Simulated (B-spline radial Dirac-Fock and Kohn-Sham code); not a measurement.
**L3 emission of La²⁺**

System: lanthanum as La²⁺ in the configuration 1s2 2s2 2p6 3s2 3p6 3d10 4s2 4p6 4d10 5s2 5p6 5d1, inside a Watson sphere of charge -2 and radius 1.6 Å (a model of the Madelung potential; inside it an electron's potential energy is raised by 18.0 eV).

Input of the calculation (task.json; shells as n, l, electrons):

```json
{"items": [{
  "Z": 57,
  "q": 2,
  "cfg": [[1, 0, 2], [2, 0, 2], [2, 1, 6], [3, 0, 2], [3, 1, 6], [3, 2, 10], [4, 0, 2], [4, 1, 6], [4, 2, 10], [5, 0, 2], [5, 1, 6], [5, 2, 1]],
  "A": 139,
  "rrms": 4.855,
  "watson": [-2, 1.6],
  "do": ["binding", "quiet", "decay"],
  "holes": ["K", "L1", "L2", "L3", "M1", "M2", "M3", "M4", "M5", "N1", "N2", "N3", "N4", "N5"]
}]}
```

Command: `python xray_run.py task.json out`

Model: independent-particle rates on relativistic LDA orbitals of the hole state (multipoles up to L = 3, Coulomb Auger matrix elements, transition energies from Dirac-Fock). Program: a radial atomic solver.

```
 line  multipole  energy (eV)  rate (s⁻¹)  share (%)
L3-M1         E1       4115.2    1.62e+13       3.04
L3-M4         E1       4633.7    4.44e+13       8.36
L3-M5         E1       4650.5    3.93e+14       74.0
L3-N1         E1       5201.9    3.77e+12      0.710
L3-N4         E1       5381.9    7.21e+12       1.36
L3-N5         E1       5384.8    6.46e+13       12.2
L3-O1         E1       5450.4    7.26e+11      0.137
L3-O5         E1       5492.1    6.18e+11      0.116
```

The listed lines hold 99.9 % of the radiative rate. The radiative width is 0.350 eV in the length form and 0.354 eV in the velocity form; the two differ because the transition energies are not eigenvalue differences of the potential that gave the orbitals.
